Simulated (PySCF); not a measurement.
## [Yb(NH3)]2+ at several levels of theory

Computed with PySCF 2.14.0 (density fitting, no spin-orbit coupling) at the geometry relaxed with PBE0:

```xyz
5
[Yb(NH3)]2+ (singlet)
Yb    0.0000    0.0000   -0.1046
N     0.0000    0.0000    2.3131
H     0.9327    0.0000    2.7523
H    -0.4664    0.8077    2.7523
H    -0.4663   -0.8078    2.7523
```

| level | basis | state | HOMO (eV) | gap (eV) | charge on Yb1 (e) | population of f-type functions on Yb1 (core shells left out) | dipole about the centre of mass (D) | largest force component (eV/Å) |
| --- | --- | --- | --- | --- | --- | --- | --- | --- |
| PBE0 | Yb def2-SVP with ECP28, N def2-SVP, H def2-SVP | singlet | -18.33 | 6.23 | 1.70 | 14.00 | 2.66 | 0.01 |
| PBE0 | Yb def2-TZVP with ECP28, N def2-TZVP, H def2-TZVP | singlet | -18.27 | 6.13 | 1.77 | 14.00 | 2.67 | 0.41 |

Charges are Mulliken's, which hang on the basis. The relaxation used the grid (50, 194), these runs (75, 302) or, all-electron (x2c bases, spin-free X2C Hamiltonian), (99, 590).

**Question.** A further run in the first row's basis gives HOMO (eV) -15.27, gap (eV) 2.50, charge on Yb1 (e) 1.68, population of f-type functions on Yb1 (core shells left out) 14.00, dipole about the centre of mass (D) 2.76, largest force component (eV/Å) 0.31. Which level was it?
A. wB97X
B. TPSS

**Answer.** B. The others give HOMO -20.72 eV (wB97X).

In the first row's basis the gap widens with exact exchange: 2.5 eV for TPSS (none); 6.2 eV for PBE0 (a fixed share); 10.9 eV for wB97X (rising or full at long range).
